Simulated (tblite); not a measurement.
Compound: C8H7FO.
Bonds: C1–C2, C2–C3 (aromatic), C3–C4 (aromatic), C4–C5 (aromatic), C5–C6, C6–O7 (double), C6–F8, C5–C9 (aromatic), C9–C10 (aromatic), C2–C10 (aromatic). Hydrogens: H11, H12, H13 on C1; H14 on C3; H15 on C4; H16 on C9; H17 on C10.

Computed with GFN2-xTB (tblite), gas phase: L-BFGS steps from a force-field or distance-geometry start until the largest atomic force falls under 0.01 eV/Å.

Geometry at step 0:
```
atom  x, y, z in Å
C1     -2.7122   -0.3123   -0.0483
C2     -1.2371   -0.1120   -0.0444
C3     -0.6293    0.7375    0.9046
C4      0.7476    0.9061    0.9271
C5      1.5484    0.1863    0.0452
C6      3.0106    0.3490    0.0673
O7      3.6136    1.0836    0.8391
F8      3.7506   -0.3485   -0.8046
C9      0.9750   -0.6841   -0.8890
C10    -0.4220   -0.8361   -0.9163
H11    -3.0006   -1.1280    0.6245
H12    -3.0789   -0.5494   -1.0544
H13    -3.2406    0.6044    0.2815
H14    -1.2499    1.2921    1.6064
H15     1.1949    1.5801    1.6652
H16     1.5841   -1.2409   -1.5761
H17    -0.8612   -1.5158   -1.6379
```

Q: Give the atomic forces at this geometry.

A: 
```json
{"atom": "C1", "Fx (eV/Å)": "-0.661", "Fy (eV/Å)": "0.481", "Fz (eV/Å)": "-0.112"}
{"atom": "C2", "Fx (eV/Å)": "0.595", "Fy (eV/Å)": "-0.010", "Fz (eV/Å)": "0.479"}
{"atom": "C3", "Fx (eV/Å)": "0.029", "Fy (eV/Å)": "-0.117", "Fz (eV/Å)": "-0.456"}
{"atom": "C4", "Fx (eV/Å)": "-0.417", "Fy (eV/Å)": "0.187", "Fz (eV/Å)": "0.522"}
{"atom": "C5", "Fx (eV/Å)": "0.679", "Fy (eV/Å)": "-0.516", "Fz (eV/Å)": "-0.842"}
{"atom": "C6", "Fx (eV/Å)": "0.779", "Fy (eV/Å)": "2.117", "Fz (eV/Å)": "2.363"}
{"atom": "O7", "Fx (eV/Å)": "-1.075", "Fy (eV/Å)": "-1.336", "Fz (eV/Å)": "-1.417"}
{"atom": "F8", "Fx (eV/Å)": "-0.298", "Fy (eV/Å)": "-0.371", "Fz (eV/Å)": "-0.393"}
{"atom": "C9", "Fx (eV/Å)": "-1.286", "Fy (eV/Å)": "0.123", "Fz (eV/Å)": "0.337"}
{"atom": "C10", "Fx (eV/Å)": "0.843", "Fy (eV/Å)": "0.270", "Fz (eV/Å)": "0.039"}
{"atom": "H11", "Fx (eV/Å)": "0.109", "Fy (eV/Å)": "0.157", "Fz (eV/Å)": "-0.130"}
{"atom": "H12", "Fx (eV/Å)": "0.147", "Fy (eV/Å)": "-0.049", "Fz (eV/Å)": "0.256"}
{"atom": "H13", "Fx (eV/Å)": "0.322", "Fy (eV/Å)": "-0.496", "Fz (eV/Å)": "-0.071"}
{"atom": "H14", "Fx (eV/Å)": "0.149", "Fy (eV/Å)": "-0.177", "Fz (eV/Å)": "-0.225"}
{"atom": "H15", "Fx (eV/Å)": "-0.063", "Fy (eV/Å)": "-0.339", "Fz (eV/Å)": "-0.417"}
{"atom": "H16", "Fx (eV/Å)": "0.132", "Fy (eV/Å)": "-0.052", "Fz (eV/Å)": "-0.055"}
{"atom": "H17", "Fx (eV/Å)": "0.016", "Fy (eV/Å)": "0.127", "Fz (eV/Å)": "0.122"}
```

The largest, 3.27 eV/Å, acts on C6; the rms over all components is 0.670 eV/Å. The forces sum to zero within rounding, as they must for an isolated molecule in no field.

Q: Give the force on C6 in Eh/bohr and in nN.

A: 3.267 eV/Å ÷ 51.422 = 0.06353 Eh/bohr, and 3.267 eV/Å × 1.602 = 5.23 nN.

Q: How far is this geometry from the end of the optimisation?

A: 0.157 eV above it, and 0.031 Å rms away after alignment. The bonds farthest from their final lengths, with half the difference of the two atoms' forces along the bond (positive lengthens):

| bond | now (Å) | final (Å) | force along bond (eV/Å) |
| --- | --- | --- | --- |
| C6=O7 | 1.224 | 1.186 | -2.68 |
| C6–F8 | 1.340 | 1.373 | +1.25 |
| C9–C10 | 1.406 | 1.380 | -1.06 |
| C1–H13 | 1.108 | 1.087 | -0.63 |
| C2–C3 | 1.411 | 1.393 | -0.47 |
| C4–H15 | 1.095 | 1.080 | -0.41 |

The angle farthest from its final value is C5–C6–F8, 118.8° against 112.3°.

Of the 6 listed bonds off by 0.010 Å or more, this force points towards the final length in 6.
